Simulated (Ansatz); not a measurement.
`[CH2]1[S][GeH2]1` and `F[CH]1[S][GeH2]1` differ in one atom or group.

Ansatz, PBE0-D4/def2-TZVP geometries, multiplicity 1. 

Scalar relativity is left out up to krypton.

```
                                        property  `[CH2]1[S][GeH2]1`
             HOMO–LUMO gap (PBE/def2-TZVPP) / eV                4.25
              LUMO energy (PBE0/def2-TZVPP) / eV               -0.47
           HOMO–LUMO gap (B3LYP/def2-TZVPP) / eV                5.81
size of the dipole moment (B3LYP/def2-TZVPP) / D                2.11
               HOMO energy (PBE/def2-TZVPP) / eV               -5.56
             LUMO energy (B3LYP/def2-TZVPP) / eV               -0.70
```

(1) Give the same properties after the change, and the shifts. (Estimate.)

## Answers

(1) Computed: 
| property | `F[CH]1[S][GeH2]1` | shift |
| --- | --- | --- |
| HOMO–LUMO gap (PBE/def2-TZVPP) / eV | 4.44 | 0.19 |
| LUMO energy (PBE0/def2-TZVPP) / eV | -0.80 | -0.33 |
| HOMO–LUMO gap (B3LYP/def2-TZVPP) / eV | 5.98 | 0.17 |
| size of the dipole moment (B3LYP/def2-TZVPP) / D | 2.44 | 0.33 |
| HOMO energy (PBE/def2-TZVPP) / eV | -6.07 | -0.51 |
| LUMO energy (B3LYP/def2-TZVPP) / eV | -1.04 | -0.34 |

With PBE0 the HOMO falls by 0.49 eV and the LUMO falls by 0.33 eV, so the gap widens by about 0.16 eV. PBE moves the HOMO by -0.51 eV and ωB97M-V by -0.44 eV. Dipoles are sizes alone; their direction can turn.

B3LYP here is the variant with VWN-RPA as its local correlation; programs differ in this.
